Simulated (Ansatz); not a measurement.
The cluster Te₂Pb₃⁺. Total charge 1; doublet. Geometry PBE0-D4/def2-SVP.

```xyz
5

Pb    1.119   -0.717    1.288
Pb    0.169    2.444    0.727
Pb   -0.032    0.290   -1.827
Te   -1.771    0.367    0.773
Te    0.515   -2.385   -0.961
```

In the def2 sets Pb, Te take a core potential; there is no spin–orbit coupling. Another isomer (doublet) lies 1.01 eV lower at PBE0-D4/def2-TZVP; other spin states weren't run for this one.

(1) Estimate the α-spin orbital energies around the gap (eV) in Ansatz with PBE-D4/def2-TZVP, r2SCAN-D4/def2-TZVP, PBE0-D4/def2-SVP, PBE0-D4/def2-TZVP, r2SCAN0-D4/def2-TZVP.

Results:

(1) 
| orbital | PBE-D4/def2-TZVP | r2SCAN-D4/def2-TZVP | PBE0-D4/def2-SVP | PBE0-D4/def2-TZVP | r2SCAN0-D4/def2-TZVP |
| --- | --- | --- | --- | --- | --- |
| HOMO−9 | -16.61 | -17.05 | -18.11 | -18.00 | -18.34 |
| HOMO−8 | -16.22 | -16.61 | -17.64 | -17.51 | -17.82 |
| HOMO−7 | -15.84 | -16.19 | -17.19 | -17.07 | -17.36 |
| HOMO−6 | -10.80 | -11.08 | -11.88 | -11.78 | -11.99 |
| HOMO−5 | -10.71 | -10.95 | -11.71 | -11.58 | -11.76 |
| HOMO−4 | -10.49 | -10.75 | -11.52 | -11.40 | -11.59 |
| HOMO−3 | -10.22 | -10.47 | -11.21 | -11.10 | -11.28 |
| HOMO−2 | -9.79 | -10.00 | -10.67 | -10.58 | -10.74 |
| HOMO−1 | -9.56 | -9.83 | -10.54 | -10.45 | -10.65 |
| HOMO | -8.66 | -8.92 | -9.49 | -9.43 | -9.64 |
| LUMO | -8.01 | -7.99 | -7.56 | -7.48 | -7.48 |
| LUMO+1 | -6.44 | -6.38 | -5.95 | -5.90 | -5.88 |
| LUMO+2 | -6.30 | -6.19 | -5.71 | -5.66 | -5.60 |
| LUMO+3 | -5.96 | -5.78 | -5.38 | -5.33 | -5.24 |
| LUMO+4 | -5.84 | -5.64 | -5.24 | -5.20 | -5.09 |
| LUMO+5 | -5.46 | -5.27 | -4.86 | -4.83 | -4.72 |
| β HOMO | -9.27 | -9.38 | -9.97 | -9.89 | -9.98 |
| β LUMO | -8.25 | -8.23 | -7.81 | -7.72 | -7.71 |
